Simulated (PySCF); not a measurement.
Structure problem from calculated spectra and properties.

Elements present: C, H, N, O and Si. Monoisotopic mass: 164.0257 u.

* 13C NMR: chemical shifts (computed TMS as zero) by class: 151.9 (1 C), 50.0 (1 C) ppm [GIAO PBE0/pcSseg-1]
* Dipole: 2.79 D [PBE0/pcSseg-1]
* NMR, other nuclei: isotropic shieldings of nuclei other than C and H, by class: -142 (1 N), 255 (1 N), 303 (1 O), 357 (1 Si), 412 (1 Si), 414 (1 Si) ppm [GIAO PBE0/pcSseg-1]
* 1H NMR: chemical shifts (computed TMS as zero) by class: 7.58 (1 H), 7.03 (1 H), 6.10 (1 H), 4.81 (3 H), 4.15 (1 H), 3.98 (1 H), 3.38 (1 H), 3.09 (1 H), 1.63 (1 H), -0.89 (1 H) ppm [GIAO PBE0/pcSseg-1]
* Rotational structure: rotational constants A, B, C: 2.390, 0.465, 0.417 GHz [GFN2-xTB]

The electronic properties come from PySCF, for the isolated species, density fitting. Levels stand in brackets. The structure is a single GFN2-xTB conformer in the gas phase; no vibrational or solvent corrections. NMR values are class means; diastereotopic atoms form classes of their own.

Problem. Which formula fits the mass and the elements?

Solution. C2H12N2OSi3 (calculated 164.0257). No other formula that holds each of these elements comes within 0.0003 u with a fitting electron parity and a possible valence count.

Problem. Propose a structure and show how it fits.

Solution. Numbering: `[CH2:1]=[N:2][CH2:3][SiH2:4][Si@@H:5]([OH:6])[NH:7][SiH3:8]`. Its formula, C2H12N2OSi3, gives 1 degree of unsaturation: 0 rings and 1 π bond in the structure found. 2 carbons fall into 2 classes; from least to most shielded: imine carbon [C1] (151.9 ppm), sp3 carbon bound to nitrogen [C3] (50.0 ppm). Hydrogen classes from least to most shielded: 1 H on an imine carbon, C1 (7.58 ppm), 1 H on an imine carbon, C1 (7.03 ppm), 1 H on an oxygen-bound silicon, Si5 (6.10 ppm), 3 H on an SiH3 silicon, Si8 (4.81 ppm), 1 H on an SiH2 silicon, Si4 (4.15 ppm), 1 H on an sp3 carbon bound to nitrogen, C3 (3.98 ppm), 1 H on an SiH2 silicon, Si4 (3.38 ppm), 1 H on an sp3 carbon bound to nitrogen, C3 (3.09 ppm), 1 H on a silanol oxygen, O6 (1.63 ppm), 1 H on a nitrogen bridging silicon atoms, N7 (-0.89 ppm). The other shieldings belong to: -142 ppm, imine nitrogen [N2]; 255 ppm, nitrogen bridging silicon atoms [N7]; 303 ppm, silanol oxygen [O6]; 357 ppm, oxygen-bound silicon [Si5]; 412 ppm, SiH2 silicon [Si4]; 414 ppm, SiH3 silicon [Si8]. The optimised geometry has point group C1 and is an asymmetric top. Structure: `C=NC[SiH2][Si@@H](O)N[SiH3]`. Computed isomers that give other values at the same levels: `CN1C[Si@](N)(O[SiH3])[SiH2]1` (13C chemical shifts (computed TMS as zero) by class: 63.6 (1 C), 41.7 (1 C) ppm); `NC(=O)[SiH2]N([SiH3])C[SiH3]` (13C chemical shifts (computed TMS as zero) by class: 186.0 (1 C), 33.2 (1 C) ppm); `CN[Si@H]1N[SiH2]C[SiH2]O1` (13C chemical shifts (computed TMS as zero) by class: 27.5 (1 C), -3.6 (1 C) ppm). The assignments are read from this structure; whether some other isomer fits the data as well wasn't checked. The mirror image fits equally.
